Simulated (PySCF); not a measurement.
## Spinor energies of Lu⁴⁰⁺ (lutetium, charge +40)

Start: [Ar] 3d10 4s2 4p1; 4p1/2 filled at m_j = +1/2. Calculated with PySCF 2.14 in an even-tempered Gaussian basis (16 s from 4.8 bohr⁻², ratio 2.8; 13 p from 6.2 bohr⁻², ratio 2.8; 8 d from 11 bohr⁻², ratio 2.8; 4 f from 27 bohr⁻², ratio 3): generalised Hartree-Fock with the X2C-1e Hamiltonian and a Gaussian nucleus; one run each with spin-orbit coupling (SO) switched off, then screened by Boettger's factors.

```json
{"spinor shell": "1s1/2", "electrons": "2", "ε, spin-free (eV)": "-65518.5", "ε, screened SO (eV)": "-65500.0", "weight of nominal j (screened SO)": "1.000", "rms radius, screened SO (bohr)": "0.0219"}
{"spinor shell": "2s1/2", "electrons": "2", "ε, spin-free (eV)": "-12808.5", "ε, screened SO (eV)": "-12801.9", "weight of nominal j (screened SO)": "1.000", "rms radius, screened SO (bohr)": "0.0883"}
{"spinor shell": "2p1/2", "electrons": "2", "ε, spin-free (eV)": "-11492.3", "ε, screened SO (eV)": "-12289.5", "weight of nominal j (screened SO)": "1.000", "rms radius, screened SO (bohr)": "0.0752"}
{"spinor shell": "2p3/2", "electrons": "4", "ε, spin-free (eV)": "-11492.3", "ε, screened SO (eV)": "-11161.4", "weight of nominal j (screened SO)": "1.000", "rms radius, screened SO (bohr)": "0.0823"}
{"spinor shell": "3s1/2", "electrons": "2", "ε, spin-free (eV)": "-4292.9", "ε, screened SO (eV)": "-4290.0", "weight of nominal j (screened SO)": "1.000", "rms radius, screened SO (bohr)": "0.224"}
{"spinor shell": "3p1/2", "electrons": "2", "ε, spin-free (eV)": "-3887.5", "ε, screened SO (eV)": "-4067.2", "weight of nominal j (screened SO)": "1.000", "rms radius, screened SO (bohr)": "0.215"}
{"spinor shell": "3p3/2", "electrons": "4", "ε, spin-free (eV)": "-3887.5", "ε, screened SO (eV)": "-3810.3", "weight of nominal j (screened SO)": "1.000", "rms radius, screened SO (bohr)": "0.228"}
{"spinor shell": "3d3/2", "electrons": "4", "ε, spin-free (eV)": "-3415.6", "ε, screened SO (eV)": "-3447.1", "weight of nominal j (screened SO)": "1.000", "rms radius, screened SO (bohr)": "0.200"}
{"spinor shell": "3d5/2", "electrons": "6", "ε, spin-free (eV)": "-3415.6", "ε, screened SO (eV)": "-3391.2", "weight of nominal j (screened SO)": "1.000", "rms radius, screened SO (bohr)": "0.204"}
{"spinor shell": "4s1/2", "electrons": "2", "ε, spin-free (eV)": "-2003.9", "ε, screened SO (eV)": "-2002.9", "weight of nominal j (screened SO)": "1.000", "rms radius, screened SO (bohr)": "0.471"}
{"spinor shell": "4p1/2", "electrons": "1", "ε, spin-free (eV)": "-1871.8", "ε, screened SO (eV)": "-1927.2", "weight of nominal j (screened SO)": "1.000", "rms radius, screened SO (bohr)": "0.461"}
```

```
   quantity     spin-free   screened SO
E (hartree)  -13539.71919  -13555.67790
        M_J           1/2           1/2
       ⟨J²⟩         1.102         0.751
       ⟨L²⟩         2.004         2.048
       ⟨S²⟩         0.751         0.795
```

Each row is a mean over spinors that exchange with the open shell spreads, by up to 6.420 eV (3p1/2).

Breit and QED terms are absent; they matter most for the inner s and p1/2 levels.

Densities and radii are taken from the X2C orbitals without a picture-change correction, which distorts them close to the nucleus.

Without spin-orbit coupling the j labels of p, d and f shells carry no meaning; the spin-free column gives the mean over the occupied spinors of each nl shell, and its ⟨J²⟩ belongs to a mixture of degenerate components.
